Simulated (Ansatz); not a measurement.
`CC(C)[NH][InH2]`. Total charge 0; spin multiplicity 1. In takes the def2 core potential.

| atom | x (Å) | y (Å) | z (Å) |
| --- | --- | --- | --- |
| C1 | 1.188 | 0.386 | -0.714 |
| C2 | 0.306 | 0.444 | 0.517 |
| C3 | -0.606 | 1.665 | 0.470 |
| N4 | -0.459 | -0.775 | 0.669 |
| In5 | -0.622 | -2.443 | -0.451 |
| H6 | 1.873 | -0.465 | -0.673 |
| H7 | 0.582 | 0.290 | -1.620 |
| H8 | 1.785 | 1.296 | -0.803 |
| H9 | 0.971 | 0.565 | 1.389 |
| H10 | -1.242 | 1.710 | 1.358 |
| H11 | -1.256 | 1.615 | -0.409 |
| H12 | -0.027 | 2.592 | 0.424 |
| H13 | -1.065 | -0.731 | 1.476 |
| H14 | 0.339 | -2.620 | -1.852 |
| H15 | -1.768 | -3.530 | 0.220 |

List the harmonic frequencies (cm⁻¹, unscaled) at PBE0-D4/def2-TZVP in Ansatz. (Estimate.)

Computed: 47, 152, 175, 250, 283, 329, 354, 411, 482, 508, 541, 568, 621, 852, 922, 954, 1020, 1117, 1157, 1218, 1312, 1352, 1381, 1397, 1424, 1473, 1479, 1488, 1496, 1839, 1860, 2954, 3035, 3040, 3110, 3113, 3117, 3130, 3589.

Is this a minimum?

Yes, all 39 modes are real.

Give the ideal-gas thermochemistry at 298.15 K and 1 bar (rigid rotor, harmonic oscillator; point group C1, symmetry number 1).

Zero-point energy 320.3 kJ/mol; H(298) − E = 344.3 kJ/mol; entropy 374.7 J/(mol·K), of which translation 173.3, rotation 117.1, vibration 84.4; G(298) − E = 232.5 kJ/mol. Modes under 100 cm⁻¹ are hindered rotations or soft bends, so the harmonic entropy is rough.

And at 400, 500, 600, 800 and 1000 K?


```csv
T (K),H − E (kJ/mol),S (J/mol/K),G − E (kJ/mol)
400,359.0,417.1,192.2
500,376.2,455.4,148.5
600,395.8,491.0,101.2
800,440.6,555.2,-3.6
1000,491.2,611.6,-120.4
```

Rotational constants (cm⁻¹)?

0.2292, 0.0397, 0.03597.
